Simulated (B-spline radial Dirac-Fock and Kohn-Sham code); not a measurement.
Sr³⁺: eigenvalues, ΔSCF and the reference

System: strontium as Sr³⁺, configuration [Ar] 3d10 4s2 4p5.

The density-functional columns are spherical, spin-unpolarised Dirac-Kohn-Sham results without Breit or QED terms: −ε is minus the orbital energy of the initial state and ΔSCF the difference of two total energies. The reference in the last column comes from Dirac-Fock ΔSCF + Breit + QED. All numbers are from a B-spline atomic structure program, in eV; a selection of levels is shown. For the 1s level of heavy atoms much of the gap between ΔSCF and the reference is the Breit and QED part, -39.2 eV here; for other levels the error of the functional can be larger.

| level | PBE −ε | PBE ΔSCF | LDA −ε | LDA ΔSCF | Dirac-Fock |
| --- | --- | --- | --- | --- | --- |
| 1s | 15961.5 | 16205.8 | 15937.1 | 16180.7 | 16146.2 |
| 2s | 2187.4 | 2229.8 | 2184.6 | 2227.2 | 2263.4 |
| 2p1/2 | 1993.4 | 2045.4 | 1992.6 | 2044.6 | 2049.5 |
| 3s | 363.9 | 380.6 | 362.9 | 379.6 | 401.8 |
| 3p1/2 | 293.4 | 310.1 | 293.1 | 309.9 | 323.4 |
| 3d3/2 | 159.3 | 176.0 | 159.6 | 176.3 | 175.1 |
| 3d5/2 | 157.5 | 174.1 | 157.8 | 174.4 | 173.4 |
| 4s | 69.01 | 76.87 | 69.17 | 77.04 | 78.74 |
| 4p | 50.18 | 57.34 | 50.34 | 57.52 | 56.22 |

Task: Order the estimates of the K (1s) level by their distance from the Dirac-Fock value, nearest first.
A. PBE ΔSCF
B. LDA ΔSCF
C. PBE −ε
D. LDA −ε

Result: B (34.5 eV), A (59.6 eV), C (184.6 eV), D (209.0 eV).

Values without a named source are computed, but for edge energies of neutral atoms, which are taken from tables.
